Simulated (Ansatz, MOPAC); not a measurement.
Isomers of CH5BSi. Gas-phase values, no solvent. One relaxed conformer stands for each flexible species; it need not be the lowest. Strings in code marks are SMILES.

Quantity: electronic energy of isomers of CH5BSi relative to `[H]/B=C\[SiH3]`, in kcal/mol. The restricted reference of `B[SiH]=C` is unstable towards unrestricted orbitals. Semi-empirical values (MOPAC) are differences of heats of formation.

Level 1: frozen-core CCSD(T)/cc-pVTZ // B3LYP-D3(BJ)/def2-TZVP (Ansatz, an electronic-structure program)
Level 2: frozen-core CCSDT(Q)/6-31g // B3LYP-D3(BJ)/def2-TZVP (Ansatz)
Level 3: PBE/cc-pVTZ // B3LYP-D3(BJ)/def2-TZVP (Ansatz)
Level 4: PM3 // B3LYP-D3(BJ)/def2-TZVP (MOPAC)

```
species       level 1  level 2  level 3  level 4
------------  -------  -------  -------  -------
`B[SiH]=C`       14.2     2.03     12.2     24.2
`C=B[SiH3]`      7.10     1.67     5.28     2.83
`B1C[SiH2]1`     8.90     7.27     3.51     16.6
```
